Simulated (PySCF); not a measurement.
The dipole of `FI(F)(F)(F)F` from its density and from atomic charges.

Coordinates (PBE0-D3(BJ)/def2-SVP, Å) and charges (e) from the PBE0/pcSseg-1 (def2-TZVP on I) density (PySCF):

| atom | x | y | z | Mulliken | ESP-fitted |
| --- | --- | --- | --- | --- | --- |
| I1 | 0.000 | 0.001 | -0.468 | +1.7972 | +1.2454 |
| F2 | -0.001 | -0.003 | 1.410 | -0.3127 | -0.1715 |
| F3 | 1.905 | 0.005 | -0.234 | -0.3711 | -0.2685 |
| F4 | -0.004 | 1.906 | -0.230 | -0.3711 | -0.2684 |
| F5 | -1.905 | -0.004 | -0.237 | -0.3711 | -0.2684 |
| F6 | 0.004 | -1.904 | -0.241 | -0.3711 | -0.2685 |

Task: Compute μ = Σ q r for each scheme (1 e·Å = 4.803 D) and compare with the dipole of the full density.

Result: The full density gives (0.00, 0.01, -2.72) D, 2.72 D in size; dipole vectors point from the negative to the positive end.

```tsv
scheme	μx	μy	μz	size (D)	share of the full size (%)	angle to the full dipole (°)
Mulliken	0.00	0.01	-4.48	4.48	164	0
ESP-fitted	0.00	0.01	-2.74	2.74	101	0
```

Task: Which set comes closest?

Result: Length of the difference vector: ESP-fitted 0.02 D, Mulliken 1.75 D. Closest: ESP-fitted. 

Task: With the origin at the mean of the coordinates, (0.000, 0.000, 0.000) Å, which are the largest single terms, by size, of the Mulliken dipole along the direction of the full one?

Result: I1 +4.04, F2 +2.12, F5 -0.42, F6 -0.42, F3 -0.42 D; all 6 atoms together +4.48 D. The single terms depend on the origin, their sum doesn't.

Task: Give the size of the full dipole in other units.

Result: 2.72 D = 1.072 au = 0.567 e·Å = 9.09 × 10⁻³⁰ C·m.

Isolated species at its PBE0-D3(BJ)/def2-SVP geometry, gas phase. Atoms past krypton carry effective core potentials; spin–orbit coupling is left out.
